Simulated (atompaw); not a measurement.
## How hard is this P (Z = 15) PAW (atompaw) potential?

atompaw 4.2.0.5 input, output lines left out:

```
P 15
GGA-PBESOL scalarrelativistic loggrid 1500 logderivrange -4 5 226
3 3 0 0 0 0
3 1 2
0 0 0
c
c
v
c
v
1
1.80 1.55 1.35 1.55
y
-0.35
n
y
0.25
n
custom polynom gramschmidtortho sinc
2 0.5 troulliermartins
1.80
1.80
1.60
1.80
```

The pseudo-atom Hamiltonian at the reference potential is diagonalised in spherical Bessel functions j_l(qr) that vanish at 20 bohr, with q² up to the cutoff. All-electron valence levels (Ry): 3s -1.7072, 3p -1.0423.

Problem. How do the lowest levels (Ry) of each channel move with the cutoff, and are there ghosts?

Solution.

```tsv
cutoff (Ry)	s #1	s #2	s #3	p #1	d #1	f #1	f #2	Σ f·Δε (mRy)
8	-1.7016	-0.3536	-0.1210	-1.0367	-0.2472	-0.0499	0.0486	22.4
10	-1.7038	-0.3540	-0.1210	-1.0399	-0.2530	-0.0499	0.0486	11.6
15	-1.7064	-0.3544	-0.1212	-1.0405	-0.2616	-0.0499	0.0486	5.2
18	-1.7071	-0.3545	-0.1212	-1.0409	-0.2661	-0.0499	0.0486	3.0
21	-1.7077	-0.3547	-0.1212	-1.0414	-0.2686	-0.0499	0.0486	2.6
25	-8.4784	-1.7068	-0.3545	-1.0420	-0.2707	-0.0499	0.0486	1.4
35	-55.4465	-1.7072	-0.3545	-1.0422	-0.2754	-0.0499	0.0486	0.1
40	-71.1143	-1.7072	-0.3545	-1.0422	-0.2770	-0.0499	0.0486	0.1
400	-84.6279	-1.7072	-0.3545	-1.0423	-0.2795	-0.0499	0.0486	0.0
```

Result: ghost state, extra bound levels that the all-electron valence spectrum of the same l lacks: s at -1151.4 eV (a true bound ghost makes a file unfit for plane-wave use); 10 mRy is reached at 12 Ry and 1 mRy at 30 Ry.
